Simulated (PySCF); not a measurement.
These compounds are isomers of formula C$_{5}$H$_{10}$N$_{2}$.

A. `N1(CC)CCC=N1`
B. `C/C=N/C/C=N/C`
C. `InChI=1S/C5H10N2/c1-3-5-7-6-4-2/h3-4,7H,1,5H2,2H3/b6-4-`
D. `C1(C)=NN(C)CC1`

Spectrum 1. ¹H NMR (300 MHz, computed): δ 8.05 (t, 1H), 7.88 (q, 1H), 4.41 (d, 2H), 3.58 (s, 3H), 2.06 (d, 3H). ¹³C{¹H} NMR (computed): δ 166.4 (CH), 164.4 (CH), 73.4 (CH2), 50.7 (CH3), 27.0 (CH3).

Spectrum 2. ¹H NMR (300 MHz, computed): δ 6.08 (tt, J = 2.5, 1.0 Hz, 1H), 3.53 (q, J = 7.2 Hz, 2H), 3.32 (m, 2H), 2.87 (m, 2H), 0.92 (t, J = 7.2 Hz, 3H). ¹³C{¹H} NMR (computed): δ 133.5 (CH), 47.9 (CH2), 46.3 (CH2), 37.2 (CH2), 9.9 (CH3).

Spectrum 3. ¹H NMR (300 MHz, computed): δ 3.13 (m, 2H), 2.88 (s, 3H), 2.64 (m, 2H), 1.99 (t, J = 1.8 Hz, 3H). ¹³C{¹H} NMR (computed): δ 143.9 (C), 56.0 (CH2), 43.1 (CH3), 40.3 (CH2), 18.4 (CH3).

Spectrum 4. ¹H NMR (300 MHz, computed): δ 6.29 (q, 1H), 5.92 (m, 1H), 5.45 (m, 1H), 5.33 (m, 1H), 4.66 (br s, 1H), 4.03 (d, 2H), 1.62 (d, 3H). ¹³C{¹H} NMR (computed): δ 144.9 (CH), 128.8 (CH), 123.6 (CH2), 59.8 (CH2), 12.4 (CH3).

Calculated, not measured (PySCF 2.14.0 with density-fitted response routines): coordinates at the GFN2-xTB level, NMR shieldings at PBE0/pcSseg-1/GIAO, J: B3LYP/pcJ-1 (spin–dipole term left out of most H,H and C,H couplings). Rapidly exchanging positions averaged, no relativistic terms, no solvent model, a single conformation.

Referencing at the same level of theory: TMS for ¹H and ¹³C. Multiplet labels drop J under 1 Hz and among equivalent protons, and merge close values. Unscaled 3J(H,H) run several per cent high. Where no couplings were computed, multiplicities follow the n + 1 count of equivalent neighbours, and m marks all less simple cases (inequivalent or close neighbours, rings, F or P nearby). Vicinal couplings that depend on rotamer populations or ring flexing (ring, CH–CH, X–H and H–F types) are those of the one conformer. Shifts are as computed. Against solution values, carbons near 30 ppm lie about +3 ppm off and those near 130 ppm about +5 ppm. Of 1211 compounds with measured shifts, 218 miss one by over three times the rms of a fit or turn the order of signals round; such compounds aren't used in these exercises. OH and NH positions are gas-phase values without hydrogen bonding to other molecules.

Match each spectrum to its structure.

Results:

1–B, 2–A, 3–D, 4–C.

- Spectrum 1 (B): 5 ¹³C signals; δC 73.4 is an sp3 CH2 bonded to N; δC 50.7 is a methyl carbon bonded to N.
- Spectrum 2 (A): 5 ¹³C signals; δC 47.9 is an sp3 CH2 bonded to N; δC 46.3 is an sp3 CH2 bonded to N.
- Spectrum 3 (D): 5 ¹³C signals; δC 56.0 is an sp3 CH2 bonded to N; δC 43.1 is a methyl carbon bonded to N.
- Spectrum 4 (C): 5 ¹³C signals; δC 144.9 is an alkene CH; δC 123.6 is a terminal =CH2 carbon.
